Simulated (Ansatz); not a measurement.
Computed with Ansatz on PBE0-D4/def2-TZVP structures; ΔE is electronic, products minus reactants. CBS: MP2 limit from def2 TZ/QZ plus the TZ coupled-cluster correction, frozen cores. This one scheme is used for every species, atoms too. Functionals use def2-TZVPP. B3LYP here is the variant with VWN-RPA as its local correlation; programs differ in this. Open shells (•) are unrestricted, without spin–orbit coupling. Spin–orbit coupling would lower the free atoms: a little for B, C, F, Si.

Consider the atomization: `B/C=C(\F)[SiH3]` → B• + 2 C• + F• + 6 H• + Si•.

| level | ΔE (eV) | difference from CCSD(T)/CBS |
| --- | --- | --- |
| PBE-D4 | 42.36 | 0.91 |
| PBE0-D4 | 41.69 | 0.24 |
| B3LYP-D4 | 41.73 | 0.28 |
| ωB97X-V | 41.74 | 0.29 |
| ωB97M-V | 41.74 | 0.29 |
| B2PLYP | 41.25 | -0.20 |
| PBE | 42.15 | 0.70 |
| PBE0 | 41.51 | 0.06 |
| HF/def2-TZVPP | 31.37 | -10.08 |
| MP2/def2-TZVPP | 41.10 | -0.35 |
| SCS-MP2/def2-TZVPP | 40.96 | -0.49 |
| CCSD/def2-TZVPP | 39.90 | -1.55 |
| HF/def2-QZVPP | 31.43 | -10.02 |
| SCS-MP2/def2-QZVPP | 41.59 | 0.14 |
| HF/CBS(def2) | 31.43 | -10.02 |
| MP2/CBS(def2) | 42.07 | 0.62 |
| CCSD(T)/CBS | 41.45 | 0 |

Largest T1 diagnostic among the species: 0.014.

In def2-TZVPP, CCSD(T) changes the Hartree–Fock value by +9.11 eV (the triples alone add +0.58 eV) and MP2 by +9.73 eV; breaking electron pairs costs correlation energy, which Hartree–Fock lacks. From PBE to PBE0 (25 % exact exchange), in def2-TZVPP and without D4, ΔE moves by −0.64 eV: exact exchange takes away binding that semilocal exchange gives to molecules.

For atomizations the MP2-based limit and the directly extrapolated one differ by several kJ/mol either way, and by 10 to 25 for some Ge, Se and Sn compounds, so smaller differences from it don't rank the levels.
